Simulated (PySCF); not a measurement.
Computed IR spectrum (relative IR intensity) of a molecule C3H9O2Si, multiplicity 2. Coordinates come from a r2SCAN-D4/def2-SVP optimisation. One conformer was computed; it need not be the lowest. The numbers are results of r2SCAN-D4/def2-SVP (PySCF), not measurements. Frequencies are harmonic and unscaled.

Lines under 2 % of the strongest are left out, and lines within 2 cm⁻¹ are merged.

| ν (cm⁻¹) | relative intensity |
|---|---|
| 140 | 2.3 |
| 271 | 8.6 |
| 352 | 4.6 |
| 689 | 2.3 |
| 733 | 5.2 |
| 745 | 3.1 |
| 785 | 33 |
| 843 | 32 |
| 894 | 58 |
| 1136 | 100 |
| 1204 | 29 |
| 1219 | 11 |
| 1243 | 6.5 |
| 1419 | 2.8 |
| 1433 | 4.0 |
| 1467 | 2.9 |
| 1477 | 3.2 |
| 2988 | 33 |
| 3071 | 15 |
| 3116 | 13 |

Pick the molecule that these values belong to.
(A) CO[Si](C)OC
(B) CCO[SiH](C)[O]
(C) CO[Si](C)(C)[O]

C, CO[Si](C)(C)[O]
